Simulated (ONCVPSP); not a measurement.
**Plane-wave convergence, ONCV potential for Ta (Z = 73)**

ONCVPSP 4.0.1 input, shortened (lines: element, Z, core and valence counts, functional; n l f; lmax; l rc ep ncon nbas qcut; lloc lpopt rc5 dvloc0; l nproj debl; icmod fcfact rcfact), PBE, scalar-relativistic:

```
  Ta 73.00    9    5        4      upf
    1    0    2.00
    2    0    2.00
    2    1    6.00
    3    0    2.00
    3    1    6.00
    3    2   10.00
    4    0    2.00
    4    1    6.00
    4    2   10.00
    4    3   13.50
    5    0    2.00
    5    1    6.00
    5    2    3.50
    6    0    2.00
    3
    0    1.95    0.00    4    7    7.80
    1    2.05    0.00    4    8    5.60
    2    1.75    0.00    4    8    5.20
    3    0.55    0.00    4    7   21.00
    4    5    0.55    1.00
    0    2    3.50
    1    2    0.80
    2    1    1.20
    3    3    1.10
    1    0.35    0.00
```

In the p channel the program set the typed energies aside and used -1.503, 0.250 Ha.

**Question.** For each optimised wave give the share of its norm inside rc, the residual kinetic energy above qcut (Ha) and the cutoffs (Ha) for errors of 10, 1, 0.1 and 0.01 mHa per electron.

**Answer.**

| wave | norm inside rc | residual KE | 10 mHa | 1 mHa | 0.1 mHa | 0.01 mHa |
| --- | --- | --- | --- | --- | --- | --- |
| 5s | 0.978 | 7.9e-08 | 12.9 | 17.8 | 21.5 | 24.6 |
| 6s | 0.098 | 6.5e-08 | 10.3 | 16.6 | 21.2 | 24.6 |
| 5p | 0.940 | 2.0e-06 | 8.6 | 11.0 | 12.9 | 14.5 |
| p projector 2 | 0.129 | 1.6e-05 | 7.5 | 10.0 | 11.9 | 22.9 |
| 5d | 0.410 | 6.6e-04 | 9.8 | 13.0 | 24.4 | 68.4 |
| 4f | 0.487 | 8.0e-02 | 566.2 | 682.0 | 917.4 | not reached |
| f projector 2 | 0.000 | 4.9e-06 | 0.0 | 0.1 | 0.3 | 87.3 |
| f projector 3 | 0.010 | 2.4e-03 | 183.8 | 248.9 | 840.2 | 949.6 |

The occupied waves need 682 Ha and 917 Ha for 1 and 0.1 mHa. Rows with under 1 % of the norm inside rc give no meaningful cutoff. Note: ghosts flagged at negative energy: s at -1039.7 eV, p at -422.7 eV, d at -106.3 eV, f at -1473.9 eV; GHOST(+) flagged for s at 109.7 eV. A true bound ghost makes a file unfit for plane-wave use.
